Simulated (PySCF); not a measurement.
C$_{4}$H$_{10}$In (SMILES C[CH2][In][CH2]C), doublet, at a GFN2-xTB geometry (such geometries of metal compounds can be far from the true shape) (the spin is typed, not shown lowest) (all electrons, no relativity); B3LYP-D3BJM/STO-3G (PySCF).

Input for PySCF:
```python
from pyscf import gto, scf, dft

mol = gto.Mole()
mol.atom = '''
    In    0.522551    0.110913    0.095464
    C    -0.958385   -0.716958    1.863040
    C    -0.709621   -2.195335    2.093010
    H    -1.969477   -0.540101    1.486254
    H    -0.816787   -0.144730    2.782284
    H     0.302342   -2.366520    2.465317
    H    -0.832388   -2.759243    1.165159
    H    -1.407709   -2.610205    2.827333
    C    -0.327568    0.446933   -2.177772
    C    -0.867972    1.858043   -2.306650
    H    -1.123847   -0.293176   -2.294764
    H     0.450503    0.252025   -2.918620
    H    -0.069475    2.593390   -2.188853
    H    -1.627516    2.054323   -1.545943
    H    -1.329360    2.023417   -3.285696
'''
mol.basis = 'sto-3g'
mol.charge = 0
mol.spin = 1
mol.verbose = 4
mol.build()

mf = dft.UKS(mol)
mf.xc = 'b3lyp'
mf.disp = 'd3bjm'
mf.kernel()
```

The log (banner, timings and long lists left out):

```
PySCF version 2.14.0

[INPUT] verbose = 4
[INPUT] num. atoms = 15
[INPUT] num. electrons = 83
[INPUT] charge = 0
[INPUT] spin (= nelec alpha-beta = 2S) = 1
[INPUT] symmetry False subgroup None
[INPUT] Mole.unit = angstrom
[INPUT] Symbol           X                Y                Z      unit          X                Y                Z       unit  Magmom
[INPUT]  1 In     0.522551000000   0.110913000000   0.095464000000 AA    0.987478276118   0.209595193654   0.180400814755 Bohr   0.0
[INPUT]  2 C     -0.958385000000  -0.716958000000   1.863040000000 AA   -1.811085171891  -1.354854262816   3.520635359110 Bohr   0.0
[INPUT]  3 C     -0.709621000000  -2.195335000000   2.093010000000 AA   -1.340989342240  -4.148581901672   3.955215675976 Bohr   0.0
[INPUT]  4 H     -1.969477000000  -0.540101000000   1.486254000000 AA   -3.721772138630  -1.020642969604   2.808613011539 Bohr   0.0
[INPUT]  5 H     -0.816787000000  -0.144730000000   2.782284000000 AA   -1.543503732105  -0.273500062008   5.257754760759 Bohr   0.0
[INPUT]  6 H      0.302342000000  -2.366520000000   2.465317000000 AA    0.571343575953  -4.472074668306   4.658773940234 Bohr   0.0
[INPUT]  7 H     -0.832388000000  -2.759243000000   1.165159000000 AA   -1.572985349374  -5.214213581123   2.201831401572 Bohr   0.0
[INPUT]  8 H     -1.407709000000  -2.610205000000   2.827333000000 AA   -2.660184473085  -4.932572578970   5.342885032945 Bohr   0.0
[INPUT]  9 C     -0.327568000000   0.446933000000  -2.177772000000 AA   -0.619013807172   0.844580966030  -4.115392641746 Bohr   0.0
[INPUT] 10 C     -0.867972000000   1.858043000000  -2.306650000000 AA   -1.640229363791   3.511192397665  -4.358936765228 Bohr   0.0
[INPUT] 11 H     -1.123847000000  -0.293176000000  -2.294764000000 AA   -2.123763035914  -0.554022346295  -4.336475480511 Bohr   0.0
[INPUT] 12 H      0.450503000000   0.252025000000  -2.918620000000 AA    0.851327288295   0.476258226544  -5.515392461678 Bohr   0.0
[INPUT] 13 H     -0.069475000000   2.593390000000  -2.188853000000 AA   -0.131288722504   4.900796834186  -4.136332696933 Bohr   0.0
[INPUT] 14 H     -1.627516000000   2.054323000000  -1.545943000000 AA   -3.075559503348   3.882107841395  -2.921408874188 Bohr   0.0
[INPUT] 15 H     -1.329360000000   2.023417000000  -3.285696000000 AA   -2.512126320952   3.823703965789  -6.209065568579 Bohr   0.0

nuclear repulsion = 402.518417027777
number of shells = 33
number of NR pGTOs = 171
number of NR cGTOs = 57
basis = sto-3g
ecp = {}

******** <class 'pyscf.dft.uks.UKS'> ********
method = UKS
initial guess = minao
damping factor = 0
level_shift factor = 0
DIIS = <class 'pyscf.scf.diis.CDIIS'>
diis_start_cycle = 1
diis_space = 8
diis_damp = 0
SCF conv_tol = 1e-09
SCF conv_tol_grad = None
SCF max_cycles = 50
direct_scf = True
direct_scf_tol = 1e-13
number electrons alpha = 42  beta = 41
XC library pyscf.dft.libxc version 7.1.2
    S. Lehtola, C. Steigemann, M. J. T. Oliveira, and M. A. L. Marques,  SoftwareX 7, 1–5 (2018)
XC functionals = b3lyp
    P. J. Stephens, F. J. Devlin, C. F. Chabalowski, and M. J. Frisch,  J. Phys. Chem. 98, 11623 (1994)
radial grids:
    Treutler-Ahlrichs [JCP 102, 346 (1995); DOI:10.1063/1.469408] (M4) radial grids

becke partition: Becke, JCP 88, 2547 (1988); DOI:10.1063/1.454033
pruning grids: <function nwchem_prune>
grids dens level: 3
symmetrized grids: False
atomic radii adjust function: <function treutler_atomic_radii_adjust>
small_rho_cutoff = 0
Set gradient conv threshold to 3.16228e-05
tot grids = 176432
Calc dispersion correction with DFTD3.
Parameters: xc=b3lyp, version=d3bjm, atm=False
init E= -5826.34657211989

cycle= 1 E= -5841.22221462079  delta_E= -14.9  |g|= 0.342  |ddm|= 3.16
cycle= 2 E= -5841.33581939439  delta_E= -0.114  |g|= 0.126  |ddm|= 1.17
cycle= 3 E= -5841.35448102598  delta_E= -0.0187  |g|= 0.0526  |ddm|= 0.431
cycle= 4 E= -5841.35649744929  delta_E= -0.00202  |g|= 0.0141  |ddm|= 0.106
cycle= 5 E= -5841.35665837047  delta_E= -0.000161  |g|= 0.00205  |ddm|= 0.0299
cycle= 6 E= -5841.35666379139  delta_E= -5.42e-06  |g|= 0.001  |ddm|= 0.00635
cycle= 7 E= -5841.35666483613  delta_E= -1.04e-06  |g|= 0.000283  |ddm|= 0.00255
cycle= 8 E= -5841.35666492751  delta_E= -9.14e-08  |g|= 0.000241  |ddm|= 0.00115
cycle= 9 E= -5841.35666497927  delta_E= -5.18e-08  |g|= 2.99e-05  |ddm|= 0.000524
cycle= 10 E= -5841.35666498228  delta_E= -3e-09  |g|= 6.3e-06  |ddm|= 0.000198
cycle= 11 E= -5841.3566649824  delta_E= -1.2e-10  |g|= 1.77e-06  |ddm|= 4.64e-05
Extra cycle  E= -5841.35666498238  delta_E= 1.64e-11  |g|= 1.39e-06  |ddm|= 8.48e-06
converged SCF energy = -5841.35666498238  <S^2> = 0.75377178  2S+1 = 2.0037682
```
